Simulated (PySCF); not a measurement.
CH6ClNO2Si, SMILES NC[Si](O)(O)Cl. Geometry optimised at PBE-D3(BJ)/def2-SVP. This is a generated structure with no PubChem entry under its InChIKey; it may be hypothetical. Other conformers were not sampled.

Computed equilibrium geometry at PBE-D3(BJ)/def2-SVP (PySCF confirms it by a frequency run) as a Z-matrix (one conformer of several):
```
Si
O 1 1.6657
H 2 0.9732 1 115.55
O 1 1.6736 2 108.56 3 -52.35
H 4 0.9730 1 115.10 2 147.85
C 1 1.8810 2 105.35 3 -179.83
H 6 1.1117 1 109.71 2 179.00
H 6 1.1124 7 105.28 1 116.68
N 6 1.4708 7 109.61 8 117.75
H 9 1.0292 6 108.95 7 -179.61
H 9 1.0298 10 104.94 6 116.61
Cl 1 2.1084 2 110.32 3 65.03
```
